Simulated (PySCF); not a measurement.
Computed IR spectrum (relative IR intensity) of a molecule C₂H₈GeN₂. The structure is a stationary point at PBE-D3(BJ)/def2-SVP. Other conformers were not sampled. These are PBE-D3(BJ)/def2-SVP run with PySCF values and carry that method's errors. Frequencies are harmonic and unscaled.

```json
[
 {"ν (cm⁻¹)": "114", "relative intensity": "10"},
 {"ν (cm⁻¹)": "152", "relative intensity": "3.0"},
 {"ν (cm⁻¹)": "180", "relative intensity": "3.3"},
 {"ν (cm⁻¹)": "249", "relative intensity": "19"},
 {"ν (cm⁻¹)": "306", "relative intensity": "7.3"},
 {"ν (cm⁻¹)": "484", "relative intensity": "24"},
 {"ν (cm⁻¹)": "520", "relative intensity": "100"},
 {"ν (cm⁻¹)": "547", "relative intensity": "32"},
 {"ν (cm⁻¹)": "568", "relative intensity": "74"},
 {"ν (cm⁻¹)": "652", "relative intensity": "17"},
 {"ν (cm⁻¹)": "668", "relative intensity": "33"},
 {"ν (cm⁻¹)": "710", "relative intensity": "15"},
 {"ν (cm⁻¹)": "723", "relative intensity": "20"},
 {"ν (cm⁻¹)": "872", "relative intensity": "24"},
 {"ν (cm⁻¹)": "890", "relative intensity": "13"},
 {"ν (cm⁻¹)": "938", "relative intensity": "15"},
 {"ν (cm⁻¹)": "966", "relative intensity": "3.6"},
 {"ν (cm⁻¹)": "999", "relative intensity": "6.0"},
 {"ν (cm⁻¹)": "1366", "relative intensity": "5.3"},
 {"ν (cm⁻¹)": "1493", "relative intensity": "8.9"},
 {"ν (cm⁻¹)": "1499", "relative intensity": "9.1"},
 {"ν (cm⁻¹)": "2073", "relative intensity": "66"},
 {"ν (cm⁻¹)": "3039", "relative intensity": "9.2"},
 {"ν (cm⁻¹)": "3061", "relative intensity": "3.8"},
 {"ν (cm⁻¹)": "3131", "relative intensity": "5.7"},
 {"ν (cm⁻¹)": "3424", "relative intensity": "2.1"},
 {"ν (cm⁻¹)": "3444", "relative intensity": "3.1"},
 {"ν (cm⁻¹)": "3521", "relative intensity": "2.6"},
 {"ν (cm⁻¹)": "3545", "relative intensity": "5.1"}
]
```

Q: Which structure fits?
A. C=[CH][GeH]([NH2])[NH2]
B. C1C[NH][GeH2][NH]1
C. C/C=[N]/[GeH2][NH2]
D. C/N=[CH]/[GeH2][NH2]

A: A, C=[CH][GeH]([NH2])[NH2]
